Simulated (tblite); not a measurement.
Isomers of C4H15NOSi3. Calculated harmonic vibrations of the isolated species, GFN2-xTB (tblite), most abundant isotopes, no scaling. Against measured fundamentals such values can be off by several per cent, at times by over 20. Modes of hydrogen on silicon can be 10 to 20 % off. One conformer each.

Electronic energies: GFN2-xTB at the same geometries; isomer energies are rough at this level and their order can be wrong.

```csv
SMILES,"electronic energy, lowest = 0 (kcal/mol)"
C[C@@H]([SiH3])[Si@@](N)(C=O)C[SiH3],24.9
CO[C@@H]1[SiH2]C[SiH2]C[Si@H]1N,6.2
CN(C)C(=O)[SiH2]C([SiH3])[SiH3],0.0
CO[C@@H]1[SiH2]C[SiH2]C[Si@@H]1N,7.0
```

Question: How do GFN2-xTB zero-point energies change the relative energies?

Answer: 
```
                              SMILES  ZPE (kcal/mol)  of it from modes above 1550 cm⁻¹  electronic (kcal/mol)  with ZPE, lowest = 0 (kcal/mol)  lowest mode (cm⁻¹)  rings
     CN(C)C(=O)[SiH2]C([SiH3])[SiH3]           107.7                              57.5                    0.0                              0.0                  19      0
     CO[C@@H]1[SiH2]C[SiH2]C[Si@H]1N           112.1                              59.3                    6.2                             10.6                  40      1
    CO[C@@H]1[SiH2]C[SiH2]C[Si@@H]1N           112.0                              59.3                    7.0                             11.3                  29      1
C[C@@H]([SiH3])[Si@@](N)(C=O)C[SiH3]           108.5                              61.2                   24.9                             25.7                  26      0
```

The zero-point energies span 4.4 kcal/mol, from `CN(C)C(=O)[SiH2]C([SiH3])[SiH3]` to `CO[C@@H]1[SiH2]C[SiH2]C[Si@H]1N`. The order is unchanged.

Question: What do entropy and thermal enthalpy add at 298.15 K and 1 bar (rigid rotor, harmonic oscillator, one conformer each)?

Answer: 
```json
{"SMILES": "CO[C@@H]1[SiH2]C[SiH2]C[Si@H]1N", "point group": "C1", "symmetry number": "1", "S (cal/(mol K))": "116.4", "H − H(0) (kcal/mol)": "9.45", "ZPE + H − H(0) − TS (kcal/mol)": "86.9"}
{"SMILES": "CO[C@@H]1[SiH2]C[SiH2]C[Si@@H]1N", "point group": "C1", "symmetry number": "1", "S (cal/(mol K))": "117.5", "H − H(0) (kcal/mol)": "9.53", "ZPE + H − H(0) − TS (kcal/mol)": "86.5"}
{"SMILES": "C[C@@H]([SiH3])[Si@@](N)(C=O)C[SiH3]", "point group": "C1", "symmetry number": "1", "S (cal/(mol K))": "131.4", "H − H(0) (kcal/mol)": "10.94", "ZPE + H − H(0) − TS (kcal/mol)": "80.3"}
```

Not tabulated: `CN(C)C(=O)[SiH2]C([SiH3])[SiH3]` (lowest mode only 19 cm⁻¹).
